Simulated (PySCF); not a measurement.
# One molecule, several mistakes: AlCFH2N

All numbers below are calculated, not measured. The program is PySCF 2.14.0, an open-source quantum chemistry code, run on an isolated molecule that a program drew, which may never have been made. The molecule is AlCFH2N (charge 0, doublet), drawn as the SMILES string `[CH2][N]=[Al][F]`.

Each row is a Hartree-Fock (HF) and frozen-core CCSD(T) single point in the cc-pV(D+d)Z basis, meant for a local HF minimum. Run 1 is clean. Each other run has one planted mistake out of seven kinds, and not every kind appears here: one electron removed, one electron added, multiplicity raised by two, geometry at a saddle point, minimal basis STO-3G, one bond length entered in bohr, all coordinates scaled. The reference is restricted for singlets and unrestricted otherwise, and also for a bond in bohr. Adding or removing an electron swaps singlet and doublet. Electrons count all cores. HOMO and LUMO are orbital energies over both spins, the gradient is its largest component, and the lowest frequency (negative if imaginary) is given only where the gradient is small. Bond lengths are over the 5 bonds as drawn. T1 is the CCSD diagnostic: over 0.02 (restricted) or 0.045 (unrestricted) a single reference is doubtful.

Geometry of the clean run:
```xyz
6
AlCFH2N, angstrom
C    -1.7597   -1.6725   -0.7067
N    -1.6553   -0.5322   -1.1820
Al   -1.4499    1.0930   -1.7673
F    -2.2451    1.5109   -3.1619
H    -2.5405   -1.9428    0.0146
H    -1.0816   -2.4903   -0.9791
```

```
run,electrons,basis functions,<S^2>,HOMO (eV),LUMO (eV),gradient (hartree/bohr),lowest frequency (cm^-1),mean bond (Å),longest bond (Å),T1,HF (hartree),CCSD(T) (hartree),mistake
1,37,75,0.759,-9.03,1.00,1.6e-05,88,1.3663,1.739,0.0181,-434.89825,-435.45355,no fault
2,37,75,0.754,-8.78,1.21,5.1e-02,-,1.3185,1.679,0.0162,-434.88828,-435.43540,all coordinates scaled
3,37,26,0.862,-5.49,6.72,2.7e-02,-,1.3663,1.739,0.0355,-429.32281,-429.51004,minimal basis STO-3G
4,36,75,0.000,-15.42,-7.70,7.4e-02,-,1.3663,1.739,0.0211,-434.59018,-435.14677,?
```

**Which mistake was planted in run 4, and what did it cost?**

It counts 36 electrons, one fewer than the clean run, at the same geometry and basis. So the mistake is: one electron removed. Subtracting run 1 and multiplying by 627.51 kcal/mol a hartree, the energy moved by 193.3 kcal/mol in HF and 192.5 kcal/mol in CCSD(T).

Cautions from the logs. Run 4: T1 is over the limit, so its CCSD(T) energy is less reliable.
